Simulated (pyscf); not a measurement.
HO–PH• → •O–PH₂, a hydrogen shift (doublet surface; H–O broken, H–P formed). PySCF, gas phase, ωB97X-D3(BJ)/def2-SVP geometries. MP2 and CC: frozen core, UHF for open shells. ΔMP2 is the change of the MP2 total energy from the triple- to the quadruple-zeta basis. Energies in eV from the reactant's lowest minimum found.

Small-basis levels: PySCF, no dispersion term, spherical d functions. AM1 to PM7: differences of heats of formation from MOPAC. GFN2-xTB: tblite. Open shells are spin-unrestricted. 

```
level                             barrier  reaction energy
--------------------------------  -------  ---------------
HF/STO-3G                            2.65            +1.07
SVWN5/6-31G*                         2.03            +0.34
BP86/6-31G*                          2.03            +0.29
B3LYP/LANL2DZ                        2.75            +1.41
B3LYP/6-31G*                         2.20            +0.36
B3LYP/6-311+G**                      2.24            +0.48
PBE/def2-SVP                         2.04            +0.43
GFN2-xTB                             2.04            +0.33
PM3                                  2.58            +0.56
CCSD(T)/def2-TZVPP + ΔMP2(QZVPP)     2.27            +0.37
```

Against the last row the barrier runs from -0.24 (BP86/6-31G*) to +0.48 eV (B3LYP/LANL2DZ). CCSD(T)/def2-TZVPP + ΔMP2(QZVPP) has limits of its own. One saddle was located; it need not be the lowest between these sides. The CCSD(T) − MP2 part came from Ansatz, without density fitting, on the same reference.
